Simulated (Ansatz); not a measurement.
```yaml
atoms:
  - { symbol: Si, position_ang: [0.0052, -0.0473, 0.0154] }
  - { symbol: F, position_ang: [0.8949, 0.8975, 0.8743] }
  - { symbol: F, position_ang: [0.8808, -0.9181, -0.8802] }
  - { symbol: F, position_ang: [-0.8752, 0.8868, -0.9125] }
  - { symbol: F, position_ang: [-0.8692, -0.9265, 0.9304] }
```

Basis set: def2-TZVP (spherical functions). Correlated methods keep 9 orbitals frozen. Charge 0, multiplicity 1.

Computed with Ansatz (development build ahead of 0.2.0); each method stands on the lowest determinant of its kind that the runs found. Restricted open shells among the atoms or ions are ROHF, correlated in semicanonical orbitals with singles.

The atomization energy at this shape (free ground-state atoms in the same class of orbitals less the molecule, no zero-point energy) of singlet SiF₄:

| method | atomization energy |
| --- | --- |
| RHF | 19.17 eV |

(1) What does RHF-MP2 give?

## Answers

(1) 25.39 eV.
